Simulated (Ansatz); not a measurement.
`[Cl][SnH2][Br]` + H₂Se → `[Cl][SnH2][SeH]` + HBr at 600 K and 1 bar (ligand exchange at the Sn–Br bond).

Program: Ansatz. Geometries: PBE0-D4/def2-TZVP. ΔE: electronic, gas phase. CCSD(T)/CBS is the MP2 limit (def2-TZVPP, def2-QZVPP) plus CCSD(T) − MP2 in def2-TZVPP, frozen cores. Elements past krypton have def2 core potentials. For Br, Se, Sn outer-core shells are correlated without core-valence functions, which leaves a few kJ/mol of doubt a bond. Scalar relativity is left out up to krypton. One conformer a species, not always the lowest.

```tsv
species	CCSD(T)/CBS energy (Eh)	H − E (kJ/mol)	S (J/(mol·K))
`[Cl][SnH2][Br]`	-3248.40375	82.5	389.3
H₂Se	-2401.89790	57.0	244.8
`[Cl][SnH2][SeH]`	-3076.37402	108.0	415.5
HBr	-2573.91920	33.5	219.1
```

H − E and S are ideal-gas, rigid-rotor, harmonic terms from PBE0-D4/def2-TZVP, for one conformer and one mirror image of each species. 1 Eh = 2625.50 kJ/mol, R = 8.31446 J/(mol·K).

Q: By hand: ΔE, ΔH, ΔS and ΔG.

A: ΔE = (-3076.37402) + (-2573.91920) − (-3248.40375) − (-2401.89790) = 0.00843 Eh = 22.1 kJ/mol. Δ(H − E) = 108.0 + 33.5 − 82.5 − 57.0 = 2.0, so ΔH = 24.1 kJ/mol. ΔS = 415.5 + 219.1 − 389.3 − 244.8 = 0.5 J/(mol·K). ΔG = 24.1 − 600 × (0.5)/1000 = 23.8 kJ/mol.

Q: By hand: the equilibrium constant, and the temperature at which ΔG would vanish if ΔH and ΔS stayed fixed.

A: log₁₀ K = −ΔG/(RT ln 10) = -2.1. ΔG = 0 at ΔH/ΔS = 48200 K, far beyond where these terms or the molecules hold.

The number of gas molecules stays the same, so ΔS is small and ΔH decides. A doubt of 5 kJ/mol in ΔE shifts log₁₀ K by 0.4 here. Other conformers and mirror images would add mixing entropy, several J/(mol·K) or more a flexible species. These are equilibria of isolated gas molecules and say nothing of rates. Largest T1 diagnostic: 0.011 (customary marks: 0.02 for closed shells, 0.045 for open ones).
